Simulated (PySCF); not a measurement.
PySCF input for CrO2, SMILES [O]=[Cr]=[O] (connectivity only; charge and spin as stated), neutral, multiplicity 3, PBE0-D3(BJ)/def2-TZVP. Geometry optimised at PBE0-D3(BJ)/def2-TZVP. The spin state was assumed, not searched.

```python
import numpy as np
from pyscf import gto, scf, dft, df
from pyscf.hessian import thermo

mol = gto.M(
    atom='''
    Cr    0.00000000    0.00000000    0.25333112
    O     0.00000000   -1.45409453   -0.37999667
    O     0.00000000    1.45409452   -0.37999668
    ''',
    basis='def2-TZVP',
    charge=0,
    spin=2,
    max_memory=1600,
    verbose=3,
)
mf = dft.UKS(mol, xc='pbe0').density_fit(auxbasis='def2-universal-jkfit')
mf.disp = 'd3bj'
mf.grids.level = 3
mf.conv_tol = 1e-11
mf.max_cycle = 100
mf.kernel()
fine, coarse = mf.grids, dft.Grids(mol).set(level=1).build(with_non0tab=True)
for _ in range(3):  # follow internal instabilities
    mf.grids = coarse
    mo, _, stable, _ = mf.stability(return_status=True, nroots=4)
    mf.grids = fine
    if stable:
        break
    mf.kernel(mf.make_rdm1(mo, mf.mo_occ))

# [left out here: the lines that compute and print the analytic Hessian (its translational invariance restored by hand, since the grid's response is missing), thermochemistry and intensities]
```

Program output:

```

WARN: HOMO -0.313842140124744 >= LUMO -0.315151403369243

converged SCF energy = -1194.58968940084  <S^2> = 2.0685347  2S+1 = 3.0453471
<class 'pyscf.df.df_jk.DFUKS'> wavefunction is stable in the internal stability analysis

WARN: DFTD3 does not support analytical Hessian, using finite difference


WARN: Mole.unit (angstrom) is changed to Bohr

Mode                                 0                   1                   2
Irrep
Freq [cm^-1]                      240.7878           1017.6785           1061.2014
Reduced mass [au]                  19.6619             17.3420             20.9416
Force const [Dyne/A]                0.6717             10.5821             13.8949
Char temp [K]                     346.4401           1464.2128           1526.8326
Normal mode                   x     y     z       x     y     z       x     y     z
       0  Cr                -0.00  0.00 -0.07    0.00  0.00  0.05    0.00  0.08 -0.00
       1   O                 0.00 -0.10  0.12   -0.00 -0.15 -0.08    0.00 -0.13 -0.06
       2   O                 0.00  0.10  0.12    0.00  0.15 -0.08   -0.00 -0.13  0.06
temperature 298.1500 [K]
pressure 101325.00 [Pa]
Rotational constants [GHz] 63.60852 7.46980 6.68478
Symmetry number 2
Zero-point energy (ZPE) 0.00528 [Eh]   13874.695 [J/mol]
                           tot       elec      trans        rot        vib
Entropy [J/mol/K]       268.205      9.134    164.005     86.877      8.189
Cv [J/mol/K]             35.199      0.000     12.472     12.472     10.255
Cp [J/mol/K]             43.513      0.000     20.786     12.472     10.255
Internal energy [J/mol]                      3718.434   3718.434  15352.827
Internal energy [Eh]   -1194.58101  -1194.58969
Enthalpy [J/mol]                             6197.391   3718.434  15352.827
Enthalpy [Eh]          -1194.58007
Gibbs free energy [J/mol]                  -42700.616 -22184.069  12911.340
Gibbs free energy [Eh] -1194.61052
mode   freq/cm-1   IR/(km/mol)
   1      240.79        47.435
   2     1017.68        23.873
   3     1061.20       511.315
max |gradient| / (hartree/bohr): 9.417295923327408e-05
APT charges: [ 1.934 -0.967 -0.967]
```

The run converged.
